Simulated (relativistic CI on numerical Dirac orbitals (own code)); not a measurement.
**Radial parameters of Nb XXXIV**

These numbers are calculated, not measured: Dirac-Coulomb-Breit CI, orbitals from a KLI potential per configuration, QED by a radiative potential, unscaled Slater integrals (own radial code, finite nucleus).

Slater integrals F^k, G^k are unscaled and averaged over j, outside the closed core 1s2; ζ comes from projecting the Hamiltonian with its Breit term on Σ l·s of the shell.

- 2s2 2p4: F^2(2p,2p) = 724600, ζ(2p) = 543430 cm⁻¹; <r>(2p) = 0.1313, <r^2>(2p) = 0.0209 (bohr units).
- 2s 2p5: G^1(2s,2p) = 775630, ζ(2p) = 540300 cm⁻¹; <r>(2s) = 0.1521, <r^2>(2s) = 0.02717, <r>(2p) = 0.1316, <r^2>(2p) = 0.02099 (bohr units).
- 2p5 3s: ζ(2p) = 549030, G^1(2p,3s) = 75275 cm⁻¹; <r>(2p) = 0.1308, <r^2>(2p) = 0.02075, <r>(3s) = 0.3599, <r^2>(3s) = 0.1473 (bohr units).

Averages of the first 10 configurations, taken without configuration mixing, which lowers the lowest level and can move excited configurations by several eV; other configurations of the list can lie among them:

```csv
Configuration,Parity,States,Average energy above the lowest level (eV)
2s2 2p4,even,15,72.8
2s 2p5,odd,12,329.7
2p6,even,1,617.6
2p5 3s,odd,12,3036.4
2p5 3p,even,36,3105.5
2p5 3d,odd,60,3181.1
2s2 2p3 3s,odd,40,2532.1
2s2 2p3 3p,even,120,2606.0
2s2 2p3 3d,odd,200,2682.1
2s 2p4 3s,even,60,2768.5
```
